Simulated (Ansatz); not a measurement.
A run for Ansatz (an electronic-structure program): R-PBE0/def2-TZVPP on AlH4NO2 (SMILES [NH2][Al]([OH])[OH]), a point of a torsion scan.

Ansatz 0.2 input:
```yaml
crystal:
  periodic: [false, false, false]
  atoms:
    - {symbol: N, position_ang: [1.37248873, -0.07968312, 0.15426843]}
    - {symbol: Al, position_ang: [-0.37208569, 0.06173672, -0.15081688]}
    - {symbol: O, position_ang: [-1.15438961, -1.34420345, -0.51070154]}
    - {symbol: O, position_ang: [-1.18215096, 1.50072913, -0.08530046]}
    - {symbol: H, position_ang: [1.99631921, 0.67214172, 0.39583246]}
    - {symbol: H, position_ang: [1.87005514, -0.95287617, 0.11549257]}
    - {symbol: H, position_ang: [-1.93203039, -1.83483822, -0.73117861]}
    - {symbol: H, position_ang: [-1.21190486, 2.43578317, 0.04480752]}
basis:
  gaussian:
    orbitals: def2-TZVPP
hamiltonian:
  xc: {name: PBE0}
scf: {lower_state_search: off}
```

Program output:

```
WARN ansatz: RAYON_NUM_THREADS=1 ignored (pool sized by the plan → 1); use --threads N
Functional definition: PBE0
these checks for a lower state are left out or cut short: stability, starts, cluster_reference, orbital_swaps, neighbouring_geometries, increment
integrals: 0.09 GiB planned
993 factors; their error is unknown
mean field: 0.81 GiB planned
mean field evaluation 1: about -12227.6788 eV, gradient 9.9e1 eV
mean field evaluation 2: about -12204.7745 eV, gradient 1.4e2 eV
mean field evaluation 4: about -12243.7679 eV, gradient 6.1e0 eV
mean field evaluation 8: about -12243.8310 eV, gradient 1.4e-2 eV
mean field evaluation 16: about -12243.8571 eV, gradient 1.4e-5 eV
mean field -12243.85706807 eV, -449.9534480673 hartree, gradient 3.4e-6 eV, S^2 0.000000; 0 other end points of the search recorded, 0 dependent functions left out
reference -12243.85710052 eV, -449.9534492598 hartree; 20, 20 occupied and 171, 171 virtual orbitals, 993 factors
Total energy: -12243.85710052 eV, -449.9534492598 hartree
Checks for a lower state left out: stability, starts, cluster_reference, orbital_swaps, neighbouring_geometries, increment
```

Self-consistency was reached.

Cost: roughly 2.1 core-seconds.
